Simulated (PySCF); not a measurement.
C₂H₇ClOSi, SMILES O[C@H](C)[SiH2]Cl.

Geometry optimised at r2SCAN-D4/def2-SVP. The structure was generated by enumeration; whether it is a known compound was not checked. One conformer was computed; it need not be the lowest.

These are PBE/def2-TZVP (PySCF) values and carry that method's errors.

The molecule is in vacuum.

| Quantity | Result |
|---|---|
| total energy | -904.93326 hartree |
| highest occupied level | -6.13 eV |
| lowest empty level | -0.75 eV |
| orbital gap | 5.39 eV |
| dipole moment | 2.50 D |
| quadrupole, principal values (traceless, Buckingham form, about the centre of nuclear charge) | -5.29, 0.00, 5.29 D·Å |
| mean static polarisability | 69.6 bohr³ (10.31 Å³) |
| polarisability, principal values | 60.3, 65.5, 82.9 bohr³ |
